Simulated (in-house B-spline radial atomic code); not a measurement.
Configurations of Ga⁺, with energies counted from [Ar] 3d10 4s2. Computed with a B-spline radial code for spherical atoms: Dirac-Hartree-Fock, average of configuration, Fermi nucleus of rms radius 3.9973 fm. Energies include first-order Breit, QED and recoil terms.

Occupations are held fixed; configurations that lie above the ionisation limit could autoionise.

```tsv
configuration	E - E(ref) (eV)	highest orbital	its <r> (bohr)
[Ar] 3d10 4s1 7d1	17.249	7d5/2	25.69
[Ar] 3d10 4s1 7g1	17.642	7g9/2	31.74
[Ar] 3d9 4s2 4p1	19.548	4p3/2	2.644
[Ar] 3d9 4s2 5s1	26.759	5s1/2	5.47
[Ar] 3d9 4s2 6s1	30.448	6s1/2	10.29
[Ar] 3d9 4s2 5g1	32.284	5g9/2	13.75
[Ar] 3d9 4s2 7f1	33.346	7f5/2	33.55
[Ar] 3d9 4s2 8g1	33.611	8g9/2	42.99
[Ne] 3s2 3p5 3d10 4s2 7d1	123.37	7d5/2	25.19
[Ne] 3s2 3p5 3d10 4s2 6f1	123.39	6f5/2	23.83
[Ne] 3s2 3p5 3d10 4s2 6g1	123.39	6g9/2	21.99
```

(1) Order these further configurations by energy, lowest first.
A. [Ne] 3s2 3p5 3d10 4s2 5s1
B. [Ar] 3d10 4s1 5d1
C. [Ne] 3s2 3p5 3d10 4s2 5f1
D. [Ar] 3d10 4s1 8d1
E. [Ar] 3d9 4s2 6p1

(2) How far above the reference does [Ar] 3d10 4s1 8g1 lie?

(3) How far above the reference does [Ne] 3s2 3p5 3d10 4s2 4d1 lie?

(4) How far above the reference does [Ar] 3d10 4s1 4d1 lie?

(5) One of these lies 16.71 eV from the reference. Which?
A. [Ar] 3d10 4s1 7p1
B. [Ar] 3d9 4s2 8f1
C. [Ar] 3d9 4s2 7p1

Results:

(1) B (15.367 eV), D (17.648 eV), E (31.204 eV), A (117.19 eV), C (122.72 eV).

(2) 17.902 eV; its least bound orbital is 8g9/2 with <r> = 42.99 bohr.

(3) 118.64 eV; its least bound orbital is 4d5/2 with <r> = 4.994 bohr.

(4) 12.705 eV; its least bound orbital is 4d5/2 with <r> = 5.278 bohr.

(5) A.
